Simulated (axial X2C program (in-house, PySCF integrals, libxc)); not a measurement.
Working with the constants of VF⁺

A bond curve at the CCSD(T) level, 2c, was computed with an in-house relativistic program for diatomic molecules (basis V dyall-cv3z [10s10p6d4f2g], F dyall-av3z [7s6p3d2f] (cores contracted in-house)) for the state Ω = 1/2 (⟨Sz⟩ = 1.50, ⟨Lz⟩ = -1.00 at HF). Its fit gives Re = 1.7390 Å, ωe = 788.0 cm⁻¹, ωexe = 3.52 cm⁻¹ and αe = 2.293e-03 cm⁻¹; the masses are 50.9440 and 18.9984 u. Two-component means X2C with spin–orbit coupling and atomic mean-field Coulomb and Gaunt terms.

Correlated methods: 11 electrons correlated (number of frozen shells: V 3 s, 2 p; F 1 s), 279 virtual spin orbitals or spinors in MP2, 90 natural virtuals in coupled cluster.

(1) Find the reduced mass, Be and the force constant.

(2) A Morse curve ties αe to the other constants (Pekeris). How well does that hold?

(3) Estimate the centrifugal constant by the Kratzer relation.

(4) Where do the fundamental and the first overtone lie?

One determinant describes the state; a PBE0 search over occupations chose it and may have missed a lower one. Coupled cluster ran in a truncated set of natural virtual spinors; the MP2 energy of the rest was added. (T) has no such correction and the atoms are truncated less, which lowers De at CCSD(T) by a hundredth of an eV or more. PBE0 can misorder states that lie within some tenths of an eV, so this need not be the ground state of the molecule. The nearest other 2c determinant of the search, Ω = 5/2, lies 0.03 eV up at the distance of the search. With several unpaired electrons one determinant need not be a pure state. The outer-core s and p shells of the metal are frozen in the correlated rows, which leaves out core–valence correlation; for alkali and alkaline-earth bonds that tends to lengthen them.

Answers

(1) From the CCSD(T) values: μ = 13.8379 u. Be = 16.8576/(μ Re²) = 0.4028 cm⁻¹. k = 5.8918×10⁻⁷ μ ωe² = 5.06 mdyn/Å.

(2) αe(Morse) = 6Be²/ωe × (√(ωexe/Be) − 1) = 2.417e-03 cm⁻¹; the CCSD(T) curve gives 2.293e-03 cm⁻¹, a ratio of 1.05.

(3) D = 4Be³/ωe² = 4.21e-07 cm⁻¹.

(4) ν(1←0) = ωe − 2ωexe = 781.0 cm⁻¹; ν(2←0) = 2ωe − 6ωexe = 1554.9 cm⁻¹.
